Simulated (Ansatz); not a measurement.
Consider the formal exchange of groups at a Ge–C bond: `[GeH3][CH]1[CH2][GaH]1` + `ClCBr` → `Cl[CH]([GeH3])Br` + `[CH2]1[CH2][GaH]1`.

Computed with Ansatz on PBE0-D4/def2-TZVP structures; ΔE is electronic, products minus reactants. CCSD(T)/CBS is the MP2 limit (def2-TZVPP, def2-QZVPP) plus CCSD(T) − MP2 in def2-TZVPP, frozen cores. Functionals use def2-TZVPP. HSE06 is defined as in plane-wave codes. For Br, Ga, Ge outer-core shells are correlated without core-valence functions, which leaves a few kJ/mol of doubt a bond. Scalar relativity is left out up to krypton.

CCSD(T)/CBS gives +0.65 eV.

Q: Another level gave +0.64 eV. Which?
A. BLYP/def2-TZVPP
B. BHLYP-D4/def2-TZVPP
C. r2SCAN0-D4/def2-TZVPP
D. HSE06/def2-TZVPP

A: D. HSE06 0.64, r2SCAN0-D4 0.59, BHLYP-D4 0.71, BLYP 0.92 eV.

Largest T1 diagnostic among the species: 0.016.

From r2SCAN to r2SCAN0 (25 % exact exchange), in def2-TZVPP and without D4, ΔE moves by −0.07 eV. At CCSD(T), def2-SVP lies −0.12 eV from the extrapolated value and def2-TZVPP −0.07 eV. Leaving LDA and LC-ωPBE aside and taking each functional with its dispersion term where it has one, the values, not all of them listed here, spread over 0.56 eV, from ωB97X-V to BLYP-D4. LDA lies −0.07 eV from PBE without D4.
